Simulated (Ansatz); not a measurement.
Correlation energies of `N[SiH]([SiH3])[InH2]` by basis set

```xyz
12

N     1.869    0.152   -0.800
Si    0.460    0.479    0.166
Si   -0.109   -1.477    1.323
In   -1.666    1.377   -1.016
H     2.381    0.938   -1.171
H     1.810   -0.575   -1.496
H     0.874    1.498    1.177
H    -0.435   -2.559    0.349
H     0.982   -1.967    2.209
H    -1.326   -1.226    2.143
H    -3.060    1.914   -0.135
H    -1.779    1.447   -2.748
```

The species carries charge 0 and has multiplicity 1. Correlated methods include outer-core shells of In, which these sets cover unevenly. In: def2 effective core potential. The geometry is a stationary point of PBE0-D4/def2-TZVP. It is one conformer, not always the lowest. Frozen core, restricted reference, Ansatz 0.2.0.

| basis | HF (Eh) | MP2 corr. | CCSD corr. | (T) | CCSD(T) total |
| --- | --- | --- | --- | --- | --- |
| def2-SVP | -825.94051 | -0.46385 | -0.53114 | -0.01487 | -826.48652 |
| def2-TZVPP | -826.22459 | -0.76295 | -0.81468 | -0.02771 | -827.06698 |
| def2-QZVPP | -826.24682 | -0.98520 | – | – | – |
